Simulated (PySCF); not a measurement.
**Atomic charges by several schemes**

C4H11F3Si3.
Z-matrix (Å and degrees, GFN2-xTB geometry), rows numbered from 1:
```
C 
Si  1  1.9034
Si  2  2.3242  1  107.84
C   3  1.9074  2  111.91  1   144.00
C   4  1.3228  3  118.48  2  -100.78
F   5  1.3521  4  123.12  3   179.47
Si  4  1.8792  3  122.66  2    79.29
C   7  1.9379  4  106.51  3   -36.91
F   8  1.3658  7  111.14  4    60.42
F   8  1.3653  7  111.03  4   -56.90
H   1  1.0861  2  111.57  3   -61.00
H   1  1.0864  2  111.14  3    58.98
H   1  1.0858  2  111.45  3   178.83
H   2  1.4721  1  107.61  3   121.71
H   2  1.4659  1  107.10  3  -122.33
H   3  1.4762  2  113.57  1    26.61
H   3  1.4689  2  116.56  1   -96.02
H   5  1.0814  4  126.42  3    -0.46
H   7  1.4609  4  114.93  3  -152.73
H   7  1.4652  4  111.97  3    77.23
H   8  1.0976  7  115.11  4  -178.27
```

Density: PBE0/pcSseg-1 (PySCF); schemes: Mulliken, IAO, Hirshfeld and ESP-fitted. One conformer (not necessarily the lowest) at the GFN2-xTB geometry, without solvent, vibrations or thermal averaging.

Task: Atoms with like bonding are taken together and averaged. Which atoms carry the lowest charge in the Mulliken, IAO, Hirshfeld and ESP-fitted schemes?

Result: The schemes don't all agree: Mulliken C4 (-0.818); IAO C1 (-0.705); Hirshfeld C1 (-0.213); ESP-fitted C1 (-0.688).

Task: For which atoms does the sign change between the 4 schemes (beyond +0.03 e in one, beyond −0.03 e in another)?

Result: For none.

Task: What partial charge does each atom carry?

Result: In e; atoms taken as equivalent share a row and are averaged (×n: the atom named and its like, n in all):

| atom | environment | Mulliken | IAO | Hirshfeld | ESP-fitted |
| --- | --- | --- | --- | --- | --- |
| C1 | Si-methyl carbon | -0.624 | -0.705 | -0.213 | -0.688 |
| Si2 | SiH2 silicon | +0.340 | +0.476 | +0.242 | +0.563 |
| Si3 | SiH2 silicon | +0.394 | +0.450 | +0.231 | +0.095 |
| C4 | fully substituted alkene carbon | -0.818 | -0.586 | -0.210 | -0.260 |
| C5 | vinylic C–F carbon | +0.311 | +0.177 | +0.056 | +0.086 |
| F6 | vinyl fluorine | -0.278 | -0.273 | -0.080 | -0.151 |
| Si7 | SiH2 silicon | +0.728 | +0.747 | +0.320 | +0.352 |
| C8 | CHF2 carbon | +0.231 | +0.178 | +0.061 | +0.083 |
| F9/F10 | fluorine of a CF2 group | -0.307 | -0.304 | -0.093 | -0.196 |
| H11/H12/H13 | methyl hydrogen | +0.140 | +0.154 | +0.041 | +0.166 |
| H14/H15 | Si–H hydrogen | -0.042 | -0.099 | -0.079 | -0.124 |
| H16/H17 | Si–H hydrogen | -0.054 | -0.102 | -0.078 | -0.048 |
| H18 | vinylic hydrogen | +0.103 | +0.155 | +0.060 | +0.137 |
| H19/H20 | Si–H hydrogen | -0.063 | -0.108 | -0.068 | -0.061 |
| H21 | methine hydrogen | +0.122 | +0.146 | +0.046 | +0.145 |

Mean size of the charges over all atoms: IAO 0.266 e, Mulliken 0.252 e, ESP-fitted 0.186 e, Hirshfeld 0.109 e. Each set sums to the total charge, 0, to within 0.001 e. The Mulliken scheme gives each basis function's population to the atom it is centred on and halves the overlap population of two atoms between them. The Hirshfeld scheme divides the density at each point in proportion to the densities of the neutral, spherically averaged free atoms.

Some averages cover members that differ in this geometry: H16/H17, Mulliken -0.070 to -0.037 e.

Task: How many electrons does the Mulliken scheme count on F6?

Result: Z − q = 9 − (-0.278) = 9.278.

Task: How closely do the schemes follow one another over all atoms?

Result: Correlation coefficient and root-mean-square difference: Mulliken with IAO 0.97, 0.076 e; IAO with Hirshfeld 0.97, 0.205 e; Mulliken with Hirshfeld 0.92, 0.219 e; IAO with ESP-fitted 0.91, 0.149 e; Hirshfeld with ESP-fitted 0.87, 0.146 e; Mulliken with ESP-fitted 0.84, 0.186 e.

Task: Sum the charges by element.

Result: 
```json
{"element": "C", "atoms": "4", "Mulliken": "-0.899", "IAO": "-0.936", "Hirshfeld": "-0.306", "ESP-fitted": "-0.780"}
{"element": "Si", "atoms": "3", "Mulliken": "+1.462", "IAO": "+1.672", "Hirshfeld": "+0.793", "ESP-fitted": "+1.010"}
{"element": "F", "atoms": "3", "Mulliken": "-0.891", "IAO": "-0.881", "Hirshfeld": "-0.267", "ESP-fitted": "-0.543"}
{"element": "H", "atoms": "11", "Mulliken": "+0.328", "IAO": "+0.145", "Hirshfeld": "-0.220", "ESP-fitted": "+0.313"}
```
